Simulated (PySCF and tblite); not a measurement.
The numbers below are computed, except where a source is named.
C7H10N2, numbered as in [CH3:1][C@H:2]([C:3]#[N:4])[CH2:5][C@H:6]([CH3:7])[C:8]#[N:9].

Conformers came from 200 starts (ETKDG and KDG, MMFF94s, GFN2-xTB); geometries are GFN2-xTB. Free energies are BP86-D3(BJ)/def2-SVP (IEF-PCM, water) single points with GFN2-xTB rigid-rotor and vibrational terms (modes under about 100 cm⁻¹ blended into free rotors). Symmetry numbers and mirror images are counted. Conformers within 2.5 kcal/mol (GFN2-xTB free energy) were kept, 7 at most. (PySCF 2.14, tblite 0.8.)

Torsions listed: C1–C2–C5–C6, C2–C5–C6–C7.

```tsv
conformer	shape	symmetry
1	-175°, -175°	C2
2	-72°, -163°	C1
3	-63°, -63°	C2
```

Question: Which of these conformers is the most populated at 298.15 K, and with what share?

Answer: Conformer 1, about 82 %.

Question: Give the DFT energies and free energies relative to the lowest, and all weights.

Answer: 
| conformer | shape | E(DFT) kcal/mol | G(298.15 K) kcal/mol | weight % |
| --- | --- | --- | --- | --- |
| 1 | -175°, -175° | 0.00 | 0.00 | 81.7 |
| 2 | -72°, -163° | 1.79 | 1.29 | 9.2 |
| 3 | -63°, -63° | 1.34 | 1.30 | 9.1 |

Question: How does its share change from 250 K to 350 K?

Answer: From 88 % to 75 %; the mixing entropy goes from 0.89 to 1.46 cal/(mol K).
